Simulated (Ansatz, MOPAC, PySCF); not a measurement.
Isomers of C2H3B. Isolated molecules, 0 K electronic values unless said otherwise. Strings in code marks are SMILES.

Quantity: vertical ionisation energy (energy after one electron is removed minus that of the parent at the parent's geometry), in eV.

Level 1: frozen-core MP2/cc-pVQZ // PBE0-D3(BJ)/def2-TZVP (Ansatz, a first-principles code)
Level 2: PBE/6-31G* // PBE0-D3(BJ)/def2-TZVP (PySCF)
Level 3: minus the HOMO energy of PM3 // PBE0-D3(BJ)/def2-TZVP (MOPAC)
Level 4: HF/cc-pVQZ // PBE0-D3(BJ)/def2-TZVP (Ansatz)

| species | level 1 | level 2 | level 3 | level 4 |
|---|---|---|---|---|
| `B1C=C1` | 10.72 | 10.40 | 11.73 | 9.86 |
| `BC#C` | 11.17 | 10.20 | 10.88 | 9.34 |
